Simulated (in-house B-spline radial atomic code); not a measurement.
Results of a calculation; reference values are marked as such.
## Sb4+ at several levels of theory

Ground configuration [Kr] 4d10 5s1. All numbers come from a B-spline radial code for spherical atoms, all electrons, at the radial basis limit. Mean-field, RPA, GW and linear-response runs are scalar-relativistic (one-electron X2C), no spin-orbit coupling, without Breit or QED terms, open shells spin-polarised at highest spin; the many-body runs on Dirac-Hartree-Fock orbitals are four-component, and their energies hold both.

RPA overbinds a lone outer s electron by self-correlation, and G0W0 tends to as well.

**Ionisation energy.** The reference is 55 ± 0.1 eV (NIST, semi-empirical).

| method | value (eV) | minus reference (eV) |
| --- | --- | --- |
| minus the highest LDA VWN5 level | 50.82 | -4.18 |
| LDA VWN5, difference of total energies | 56.15 | +1.15 |
| minus the highest PBE level | 50.33 | -4.67 |
| PBE, difference of total energies | 55.70 | +0.70 |
| G0W0 on PBE | 55.82 | +0.82 |
| exact exchange + RPA on PBE | 55.63 | +0.63 |
| exact exchange + RPA + SOSEX on PBE | 54.88 | -0.12 |
| minus the highest r2SCAN level | 50.46 | -4.54 |
| r2SCAN, difference of total energies | 55.13 | +0.13 |
| minus the highest PBE0 level | 51.34 | -3.66 |
| PBE0, difference of total energies | 55.28 | +0.28 |
| G0W0 on PBE0 | 55.69 | +0.69 |
| minus the highest B3LYP (VWN-RPA) level | 51.41 | -3.59 |
| B3LYP (VWN-RPA), difference of total energies | 55.77 | +0.77 |
| minus the highest CAM-B3LYP level | 53.05 | -1.95 |
| minus the highest LC-wPBE level | 54.22 | -0.78 |
| minus the highest Hartree-Fock level | 53.60 | -1.40 |
| Hartree-Fock, difference of total energies | 53.44 | -1.56 |
| G0W0 on Hartree-Fock | 55.38 | +0.38 |
| MP2, difference of total energies | 55.28 | +0.28 |
| Brueckner orbital with screened correlation (5s1/2) | 54.99 | -0.01 |

(1) Which methods come closest, and which lies farthest off?

Run times on one thread of shared hosts: mean field, RPA, SOSEX and G0W0 on PBE, for the atom and its ion, 12 s (Arm Neoverse N1); Brueckner orbitals with all properties, 210 s (Intel Xeon Platinum 8488C).

## Answers

(1) Closest: Brueckner orbital with screened correlation (5s1/2) (-0.01 eV) and exact exchange + RPA + SOSEX on PBE (-0.12 eV). Farthest: minus the highest PBE level (-4.67 eV). The PBE level misses by -4.7 eV while the PBE energy difference misses by +0.70 eV: the semilocal potential lacks the −1/r tail and the energy is convex in the electron number, but total energies at whole numbers are far better.
